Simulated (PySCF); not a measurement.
Stepwise substitution at one centre (Ga NH2-H). All species are isolated molecules in the gas phase. One relaxed conformer stands for each flexible species; it need not be the lowest. Strings in code marks are SMILES.

The HOMO from two functionals at the same geometries (PBE0-D3(BJ)/def2-TZVP), both in PySCF: PBE-D3(BJ)/def2-TZVP and ωB97X-D3(BJ)/def2-TZVP. 

```
species                                             PBE-D3(BJ)/def2-TZVP (eV)
--------------------------------------------------  -------------------------
0 of 3 NH2 replaced by H (`[NH2][Ga]([NH2])[NH2]`)                      -5.31
1 of 3 NH2 replaced by H                                                -5.31
2 of 3 NH2 replaced by H (`[NH2][GaH2]`)                                -6.09
3 of 3 NH2 replaced by H (`[GaH3]`)                                     -7.35
```

### Question
What does ωB97X-D3(BJ)/def2-TZVP give for each?

### Answer

- 0 of 3 NH2 replaced by H (`[NH2][Ga]([NH2])[NH2]`): -9.31
- 1 of 3 NH2 replaced by H: -9.23
- 2 of 3 NH2 replaced by H (`[NH2][GaH2]`): -9.93
- 3 of 3 NH2 replaced by H (`[GaH3]`): -11.11
Over these rows, drawn at random from the members with no instability flagged (it was tested for open shells, ions and some series alone), PBE minus ωB97X-D3(BJ): mean +3.88 eV, from +3.77 eV to +4.00 eV.
